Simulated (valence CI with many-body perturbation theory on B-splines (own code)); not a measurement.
**Hg⁸⁺: magnetic and hyperfine properties of the levels**

Computed by configuration interaction combined with many-body perturbation theory (CI+MBPT): four valence electrons over a frozen Dirac-Fock core [Xe] 4f14, radial functions for each j: 9 s, 9 p, 10 d, 8 f, 5 g, 3 h, 1 i, with the one-electron correlation potential Σ1 (screened to all orders), the two-electron term Σ2, the three-electron term Σ3, Breit, model QED; selected single and double excitations, second order for the rest, scaled by the run's own slope (own B-spline code, finite nucleus).

No measured levels were compared; by estimate terms of the open shell hold to 2 to 4 % of their energy, and close levels can change places; different configurations can be misplaced against each other by 1,000 to 8,000 cm⁻¹. Core correlation moves these levels by up to 17000 cm⁻¹, and in measured spectra 5 to 20 % of such shifts remained as error; rates that hang on mixing are uncertain with them. Only levels of the ground parity were solved; by the run's estimate the other parity begins above the list, which can be wrong where configurations are misplaced.

A/g_I is the dipole constant over the nuclear g factor μ/I (μ in nuclear magnetons, uniformly magnetised nucleus), B/Q the quadrupole constant per barn. Both hold the static response of the core; the bare values leave it out. Large factors of s and p1/2 electrons are usually good to 5 to 10 %; those of open d and f shells near neutrality can be off by tens of per cent, and small factors of p3/2, d and f electrons come from cancelling terms and can be off by a factor of two or in sign, in half-filled shells by more. B is blank for J = 1/2, where it vanishes, and for nearly pure S terms. Energies count from the lowest level. Levels with J = 0 are left out.

Levels are named by their leading jj configuration (3d3/2^4 stands for four electrons in 3d with j = 3/2), which in mixed levels can hold well under half, so a name can repeat and another be missing. Letters in brackets count levels of one name in rising energy.

| Level | E (eV) | g | A/g_I (MHz) | A/g_I bare | B/Q (MHz/b) | B/Q bare |
| --- | --- | --- | --- | --- | --- | --- |
| (5d3/2^3 5d5/2) J=1 | 1.484 | 1.499 | -1440 | -170 | 913 | 792 |
| (5d3/2^3 5d5/2) J=2 | 2.502 | 1.435 | -581 | 730 | 1090 | 920 |
| (5d3/2^3 5d5/2) J=3 | 3.122 | 1.379 | 47.5 | 1330 | 33.1 | -61.3 |
| (5d3/2^3 5d5/2) J=4 | 3.218 | 1.221 | 1050 | 1910 | -1120 | -1140 |
| (5d3/2^2 5d5/2^2) J=4 [a] | 4.766 | 1.103 | 1400 | 1780 | -542 | -547 |
| (5d3/2^2 5d5/2^2) J=3 [a] | 5.308 | 0.953 | 2060 | 1950 | 584 | 525 |
| (5d3/2^2 5d5/2^2) J=2 [a] | 5.410 | 0.930 | 1910 | 1600 | 1650 | 1510 |
| (5d3/2^2 5d5/2^2) J=5 | 5.738 | 1.078 | 1620 | 1960 | 2040 | 1760 |
| (5d3/2^2 5d5/2^2) J=1 | 5.940 | 1.292 | 704 | 1780 | -31.1 | -58.3 |
| (5d3/2^2 5d5/2^2) J=6 | 6.175 | 1.104 | 1570 | 2040 | 2270 | 1940 |
| (5d3/2^2 5d5/2^2) J=4 [b] | 6.699 | 1.029 | 1990 | 2220 | -1070 | -910 |
| (5d3/2^2 5d5/2^2) J=2 [b] | 6.831 | 1.176 | 1100 | 1740 | 511 | 427 |
| (5d3/2^2 5d5/2^2) J=3 [b] | 6.955 | 1.169 | 1350 | 2050 | 929 | 808 |
| (5d3/2 5d5/2^3) J=4 [a] | 7.507 | 1.183 | 873 | 1460 | 338 | 304 |
| (5d3/2 5d5/2^3) J=3 [a] | 8.128 | 1.099 | 1110 | 1360 | 257 | 298 |
| (5d3/2^2 5d5/2^2) J=2 [c] | 8.263 | 1.075 | 2080 | 2610 | 263 | 185 |
| (5d3/2 5d5/2^3) J=5 | 8.665 | 1.155 | 1140 | 1680 | -1460 | -1300 |
| (5d3/2 5d5/2^3) J=1 [a] | 8.817 | 0.738 | 3220 | 2420 | 781 | 654 |
| (5d3/2 5d5/2^3) J=6 | 8.916 | 1.061 | 1680 | 1960 | 3120 | 2810 |
| (5d3/2^2 5d5/2^2) J=4 [c] | 9.421 | 1.115 | 1220 | 1600 | 2190 | 1910 |
| (5d3/2^2 5d5/2^2) J=2 [d] | 9.669 | 1.301 | 458 | 1490 | -257 | -275 |
| (5d3/2 5d5/2^3) J=3 [b] | 10.225 | 1.079 | 1540 | 1860 | 1770 | 1680 |
| (5d3/2^2 5d5/2^2) J=2 [e] | 10.457 | 1.054 | 1790 | 2080 | 1390 | 1240 |
| (5d3/2 5d5/2^3) J=3 [c] | 11.895 | 1.067 | 1750 | 2090 | 2970 | 2580 |
| (5d5/2^4) J=4 | 11.902 | 1.095 | 1310 | 1610 | -131 | -34.8 |
| (5d3/2 5d5/2^3) J=1 [b] | 11.962 | 1.471 | -1080 | 258 | -1170 | -996 |
| (5d5/2^4) J=2 | 12.105 | 1.024 | 1940 | 2110 | 560 | 541 |
| (5d3/2 5d5/2^3) J=4 [b] | 12.547 | 1.101 | 1530 | 1950 | 801 | 716 |
| (5d3/2 5d5/2^3) J=2 | 14.763 | 1.001 | 1790 | 1810 | -2390 | -2160 |
| (5d3/2^3 6s) J=1 | 28.961 | 0.133 | -16700 | -16100 | -906 | -807 |
| (5d3/2^3 6s) J=2 | 29.498 | 1.025 | 18400 | 16900 | -1680 | -1510 |
| (5d3/2^2 5d5/2 6s) J=3 [a] | 30.903 | 1.238 | 12200 | 11700 | -961 | -911 |
| (5d3/2^2 5d5/2 6s) J=2 [a] | 31.596 | 1.111 | 1850 | 2220 | -778 | -732 |
| (5d3/2^2 5d5/2 6s) J=4 [a] | 31.874 | 1.276 | 9950 | 9770 | -192 | -276 |
| (5d3/2^2 5d5/2 6s) J=1 [a] | 32.257 | 2.011 | 15700 | 16000 | 429 | 343 |

(1) Take the isotope of mass number 201, with I = 3/2, μ = -0.558 μN and Q = 0.387 b. What is the hyperfine structure of (5d3/2^2 5d5/2^2) J=4 [a]?

Answers

(1) From the table A = -520 MHz, B = -210 MHz. Shifts from the centre of gravity in MHz: F = 5/2: 3800, F = 7/2: 2120, F = 9/2: -168, F = 11/2: -3170.
